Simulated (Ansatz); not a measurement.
`[OH][GeH2][GeH3]` + `NC1=C[SiH2]1` → `[GeH3][NH]C1=C[SiH2]1` + `[OH][GeH3]` at 700 K and 1 bar (cleavage of the Ge–Ge bond).

Isolated molecules relaxed with PBE0-D4/def2-TZVP in Ansatz; ΔE leaves out vibrations. CBS: MP2 limit from def2 TZ/QZ plus the TZ coupled-cluster correction, frozen cores. For Ge outer-core shells are correlated without core-valence functions, which leaves a few kJ/mol of doubt a bond. Scalar relativity is left out up to krypton. One conformer a species, not always the lowest.

| species | CCSD(T)/CBS energy (Eh) | H − E (kJ/mol) | S (J/(mol·K)) |
| --- | --- | --- | --- |
| `[OH][GeH2][GeH3]` | -4231.02019 | 211.5 | 458.9 |
| `NC1=C[SiH2]1` | -422.82137 | 232.2 | 391.5 |
| `[GeH3][NH]C1=C[SiH2]1` | -2500.13796 | 293.6 | 502.9 |
| `[OH][GeH3]` | -2153.69723 | 141.7 | 338.7 |

H − E and S are ideal-gas, rigid-rotor, harmonic terms from PBE0-D4/def2-TZVP, for one conformer and one mirror image of each species. 1 Eh = 2625.50 kJ/mol, R = 8.31446 J/(mol·K).

Q: By hand: ΔE, ΔH, ΔS and ΔG.

A: ΔE = (-2500.13796) + (-2153.69723) − (-4231.02019) − (-422.82137) = 0.00637 Eh = 16.7 kJ/mol. Δ(H − E) = 293.6 + 141.7 − 211.5 − 232.2 = -8.4, so ΔH = 8.3 kJ/mol. ΔS = 502.9 + 338.7 − 458.9 − 391.5 = -8.8 J/(mol·K). ΔG = 8.3 − 700 × (-8.8)/1000 = 14.5 kJ/mol.

Q: By hand: the equilibrium constant, and the temperature at which ΔG would vanish if ΔH and ΔS stayed fixed.

A: log₁₀ K = −ΔG/(RT ln 10) = -1.1. ΔH and −TΔS have one sign here, so there is no such temperature.

TΔS isn't small against ΔH here. A doubt of 5 kJ/mol in ΔE shifts log₁₀ K by 0.4 here. Other conformers and mirror images would add mixing entropy, several J/(mol·K) or more a flexible species. These are equilibria of isolated gas molecules and say nothing of rates. Largest T1 diagnostic: 0.013 (customary marks: 0.02 for closed shells, 0.045 for open ones).

ΔS is within the doubt of such terms, so its sign, and with it that verdict, could turn.
